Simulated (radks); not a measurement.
Removal energies from the chlorine ion Cl4+, [Ne] 3s2 3p1, by Delta-SCF beside the eigenvalue of the level emptied. Calculated with a radial shooting solver on a logarithmic mesh with Libxc functionals: scalar-relativistic Kohn-Sham, LDA (Slater exchange, Perdew-Wang correlation), spin-polarised, spherical densities, finite nucleus; Fermi nuclear charge, rms radius of each element as measured or else 0.836 A^(1/3) + 0.57 fm. Open shells are filled with parallel spins first.

| removed from | final configuration | Delta-SCF (eV) | -eigenvalue (eV) |
|---|---|---|---|
| 3p | [Ne] 3s2 | 67.684 | 60.406 |
| 3s | [Ne] 3s1 3p1 | 79.942 | 72.868 |
| 2p | [He] 2s2 2p5 3s2 3p1 | 278.12 | 255.36 |
| 2s | [He] 2s1 2p6 3s2 3p1 | 335.94 | 315.16 |
